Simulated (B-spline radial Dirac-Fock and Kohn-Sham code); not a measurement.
2s emission of Sn⁺

System: the Sn⁺ ion, 1s2 2s2 2p6 3s2 3p6 3d10 4s2 4p6 4d10 5s2 5p1.

Input of the calculation (task.json; shells as n, l, electrons):

```json
{"items": [{
  "Z": 50,
  "q": 1,
  "cfg": [[1, 0, 2], [2, 0, 2], [2, 1, 6], [3, 0, 2], [3, 1, 6], [3, 2, 10], [4, 0, 2], [4, 1, 6], [4, 2, 10], [5, 0, 2], [5, 1, 1]],
  "A": 120,
  "rrms": 4.6519,
  "do": ["binding", "quiet", "decay"],
  "holes": ["K", "L1", "L2", "L3", "M1", "M2", "M3", "M4", "M5", "N1", "N2", "N3", "N4", "N5"]
}]}
```

Run with: `python xray_run.py task.json out`

Model: one-electron (LDA, Dirac) transition rates at Dirac-Fock energies. Program: a radial finite-basis atomic code.

| line | multipole | energy (eV) | width (meV) | share (%) |
| --- | --- | --- | --- | --- |
| L1-L2 | E1 | 314.3 | 0.0874 | 0.0793 |
| L1-L3 | E1 | 541.8 | 0.957 | 0.868 |
| Lβ4 | E1 | 3711.9 | 34.1 | 30.9 |
| Lβ3 | E1 | 3754.4 | 55.6 | 50.4 |
| L1-M4 | E2 | 3978.2 | 0.445 | 0.404 |
| L1-M5 | E2 | 3986.6 | 0.664 | 0.602 |
| Lγ2 | E1 | 4369.7 | 6.79 | 6.16 |
| Lγ3 | E1 | 4377.3 | 11.3 | 10.2 |
| L1-N4 | E2 | 4447.7 | 0.0450 | 0.0408 |
| L1-N5 | E2 | 4448.7 | 0.0678 | 0.0615 |
| L1-O2 | E1 | 4474.7 | 0.120 | 0.108 |
| Lγ4 | E1 | 4475.2 | 0.199 | 0.181 |

The listed lines hold 100.0 % of the radiative rate. The radiative width is 0.110 eV in the length form and 0.110 eV in the velocity form; the two differ because the transition energies are not eigenvalue differences of the potential that gave the orbitals.
